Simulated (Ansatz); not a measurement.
Born–Oppenheimer molecular dynamics of BClFH$_{2}$N (6 atoms, charge 0, multiplicity 1). It goes on from the last frame of an earlier run, with new velocities.

All numbers below come from RKS PBE/def2-SVP in Ansatz.

```
ensemble        : NVT, Langevin thermostat
time step       : 0.5 fs
steps asked     : 100
set temperature : 300 K
friction        : 0.05 /fs
seed            : 334887
```

First frame:

```xyz
6
Properties=species:S:1:pos:R:3
B -0.083 -0.041 -0.047
F 0.004 -0.438 1.219
Cl 1.481 0.433 -0.860
N -1.275 0.039 -0.739
H -2.062 -0.495 -0.376
H -1.295 0.124 -1.750
```

**Question.** How far do the bonds stretch over the last three quarters of this one trajectory? (Pairs bonded in most of those frames.)

**Answer.** 
| bond | mean (Å) | spread (Å) | shortest | longest |
| --- | --- | --- | --- | --- |
| B1–F2 | 1.339 | 0.011 | 1.32 | 1.36 |
| B1–Cl3 | 1.787 | 0.023 | 1.74 | 1.81 |
| B1–N4 | 1.405 | 0.018 | 1.37 | 1.44 |
| N4–H5 | 1.023 | 0.022 | 0.98 | 1.07 |
| N4–H6 | 1.023 | 0.018 | 0.98 | 1.06 |

Mean temperature of the second half: 204 K. The mean temperature of the second half is 32 % below the set value. A run of 0.05 ps of so small a system gives no equilibrium averages.

Run time: 2.8 min on 1 thread of AMD EPYC 7R43 64-Core Processor (Zen 3), with other jobs on the host, peak memory 0.13 GiB.
